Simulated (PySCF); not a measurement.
Compound: cis-Si(NH3)2Cl4.
Z-matrix (Å and degrees, PBE0-D3(BJ)/def2-SVP geometry), rows numbered from 1:
```
Si
N   1  2.0324
H   2  1.0248  1  101.80
H   2  1.0212  1  113.69  3  -115.58
H   2  1.0221  1  112.36  3   115.19
Cl  1  2.1340  2  174.36  3   169.84
N   1  2.0328  2   86.42  3   174.07
H   7  1.0247  1  101.91  2   173.96
H   7  1.0211  1  113.88  2    58.12
H   7  1.0221  1  112.03  2   -70.92
Cl  1  2.1344  2   87.94  3    -6.12
Cl  1  2.2003  2   83.89  3    89.25
Cl  1  2.1972  2   84.61  3  -101.60
```

The closed-shell ground state was solved at several levels (PySCF, density fitting, gas phase, non-relativistic).

```
           level  basis functions  total energy (Eh)  HOMO (eV)  LUMO (eV)  gap (eV)  dipole (D)
   PBE0/pcSseg-1              184         -2242.6700      -7.92      -0.38      7.54        9.13
wB97X-D/pcSseg-1              184         -2243.4762      -9.84       1.37     11.21        9.27
```

**Question.** Estimate the row for wB97X-D/def2-SVPD, a basis of 220 functions; the other rows only guide the guess.

**Answer.** Total energy -2242.8740 Eh, HOMO -9.78 eV, LUMO 0.84 eV, gap 10.62 eV, dipole 8.35 D.

**Question.** Over all these levels, which gives the widest orbital gap and which the narrowest?

**Answer.** wB97X-D/pcSseg-1 (range-separated hybrid) has the widest, 11.21 eV, and PBE0/pcSseg-1 (global hybrid, 25 % exact exchange) the narrowest, 7.54 eV. The two share the basis. From the narrowest to the widest the HOMO moves by -1.92 eV and the LUMO by +1.75 eV.

**Question.** How far do the dipole and the HOMO energy spread over the levels?

**Answer.** The dipole runs from 8.35 to 9.27 D (mean 8.92 D) and the HOMO from -9.84 to -7.92 eV.

wB97X-D is run here without its empirical dispersion term; that term would change no orbital, density or response property at a fixed geometry.
